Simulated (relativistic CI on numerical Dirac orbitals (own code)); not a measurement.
# Sc2+ in a cubic cluster: 3s photoemission with charge transfer

Computed with a charge-transfer multiplet model of a cubic metal-ligand cluster with up to 2 ligand holes, Slater and spin-orbit integrals from Dirac-Coulomb-Breit ions, Slater integrals scaled by 0.9. The ground state mixes d1 with configurations of k ligand holes L, whose averages lie at kΔ + k(k − 1)U_dd/2; a core hole lowers each added d electron by U_cd. 20 K, Lorentzian 1.4 eV and Gaussian 0.8 eV FWHM.

Atomic integrals in eV (Slater integrals scaled, ζ unscaled), ground: F2dd 5.299, F4dd 3.246, zeta_d 0.008; with the core hole: F2dd 5.299, F4dd 3.246, zeta_d 0.013, G2cd 8.302. Where a configuration has fewer than two d electrons, the dd integrals are those of d2.

Cluster parameters (eV): Δ = 7.6, U_dd = 5.2, U_cd = 6.4, 10Dq(ligand) = 0.1, V(eg) = 2, V(t2g) = -0.89, final-state hopping factor = 0.8.

| Case | n_d | d1 | d2L | d3L2 | S |
| --- | --- | --- | --- | --- | --- |
| 10Dq = 0.55 eV | 1.24 | 0.78 | 0.21 | 0.01 | 0.50 |
| 10Dq = 0.85 eV | 1.23 | 0.78 | 0.21 | 0.01 | 0.50 |
| 10Dq = 1.15 eV | 1.23 | 0.78 | 0.20 | 0.01 | 0.50 |
| 10Dq = 1.45 eV | 1.23 | 0.79 | 0.20 | 0.01 | 0.50 |
| 10Dq = 1.75 eV | 1.22 | 0.79 | 0.20 | 0.01 | 0.50 |

Weights, n_d and S are thermal averages at 20 K. Binding energies count from the first peak over 30 % of the highest in each spectrum, which can be another peak from case to case. The parameters are a model scan and need not match a compound or its usual spin state. Peaks in eV (height, largest 100):
- 10Dq = 0.55 eV: 0.0 (100), 3.3 (42), 6.4 (20), 10.0 (6)
- 10Dq = 0.85 eV: 0.0 (100), 3.2 (42), 6.3 (19), 10.0 (6)
- 10Dq = 1.15 eV: 0.0 (100), 3.1 (42), 10.1 (6)
- 10Dq = 1.45 eV: 0.0 (100), 3.1 (42), 10.2 (5)
- 10Dq = 1.75 eV: 0.0 (100), 3.0 (43), 10.2 (5)

Curve for 10Dq = 1.75 eV (points under 2 left out, the grid thinned):

E (eV), Intensity and a bar:
```
     -3.5        5.2 #
     -3.1        6.5 #
     -2.8        7.8 ##
     -2.5        9.6 ##
     -2.1       13.2 ###
     -1.7       19.1 #####
     -1.4       26.4 #######
     -1.1       37.9 ###########
     -0.7       62.0 ##################
     -0.3       89.9 ###########################
      0.0      100.0 ##############################
      0.3       93.1 ############################
      0.7       68.1 ####################
      1.1       46.4 ##############
      1.4       37.9 ###########
      1.7       34.9 ##########
      2.1       35.9 ##########
      2.5       39.2 ###########
      2.8       41.8 ############
      3.1       42.7 ############
      3.5       38.6 ###########
      3.9       31.3 #########
      4.2       27.4 ########
      4.5       25.6 #######
      4.9       25.0 #######
      5.3       24.1 #######
      5.6       22.4 ######
      5.9       20.0 #####
      6.3       17.3 #####
      6.7       16.5 ####
      7.0       16.2 ####
      7.3       15.2 ####
      7.7       12.1 ###
      8.1        8.8 ##
      8.4        7.1 ##
      8.7        6.0 #
      9.1        5.2 #
      9.5        4.9 #
      9.8        4.9 #
     10.1        5.1 #
     10.5        5.0 #
     10.9        4.1 #
     11.2        3.3 
     11.5        2.7 
     11.9        2.0
```

For the case 10Dq = 1.45 eV, Δ = 7.6 eV is larger than U_dd = 5.2 eV, the Mott-Hubbard side of the Zaanen-Sawatzky-Allen scheme. With the core hole the average of the configuration with one ligand hole lies at Δ − U_cd = 1.2 eV before mixing: the effective hopping of about 3.5 eV (from the holes of the mixed ground state) is comparable with this gap or larger, so the configurations mix strongly.

Without intra-shell correlation the exchange splitting of the 3s hole comes out too large.
